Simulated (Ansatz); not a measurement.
Two isomers of C2H6AlNO: A = `C[O][Al]1[CH2][NH]1`, B = `[CH3][Al]([NH2])[CH]=O`.

Isolated molecules relaxed with PBE0-D4/def2-TZVP in Ansatz; ΔE leaves out vibrations. CCSD(T)/CBS is the MP2 limit (def2-TZVPP, def2-QZVPP) plus CCSD(T) − MP2 in def2-TZVPP, frozen cores. Functionals use def2-TZVPP. B3LYP here is the variant with VWN-RPA as its local correlation; programs differ in this. One conformer a species, not always the lowest.

A:

Z-matrix (Å, degrees):
```
C
O 1 1.397
H 1 1.094 2 109.8
H 1 1.094 2 110.0 3 118.9
H 1 1.095 2 112.3 3 -120.5
Al 2 1.663 1 143.1 3 124.4
N 6 1.716 2 149.1 1 -0.3
C 6 1.900 2 161.3 1 179.9
H 7 1.004 6 168.4 2 -0.1
H 8 1.093 6 123.1 2 -78.7
H 8 1.093 6 123.1 2 78.5
```

B:

```xyz
11

C     0.557   -0.953   -1.396
Al    0.040    0.098    0.152
N     1.207    0.782    1.293
C    -1.907    0.472    0.546
O    -2.753    0.015   -0.194
H     1.635   -1.122   -1.448
H     0.061   -1.928   -1.387
H     0.249   -0.458   -2.322
H     0.967    1.332    2.103
H     2.207    0.682    1.234
H    -2.263    1.082    1.419
```

Which isomer does CCSD(T)/CBS put lower? Give the gap. (Estimate.)

The calculation gave: B, by 73.0 kJ/mol.

Give E(B) − E(A) in kJ/mol with ωB97M-V, MP2/def2-TZVPP, B2PLYP, B3LYP, PBE0-D4, r2SCAN-D4, B3LYP-D4. (An estimate is asked.)

The calculation gave: ωB97M-V -75.6, MP2/def2-TZVPP -65.5, B2PLYP -75.5, B3LYP -79.3, PBE0-D4 -68.5, r2SCAN-D4 -70.3, B3LYP-D4 -79.9. None reverses the order clearly.

Largest T1 diagnostic: 0.014.

From PBE to PBE0 (25 % exact exchange), in def2-TZVPP and without D4, E(B) − E(A) moves by +7.9 kJ/mol. In def2-TZVPP, CCSD(T) changes the Hartree–Fock value by +11.7 kJ/mol (the triples alone add −1.1 kJ/mol) and MP2 by +21.2 kJ/mol.
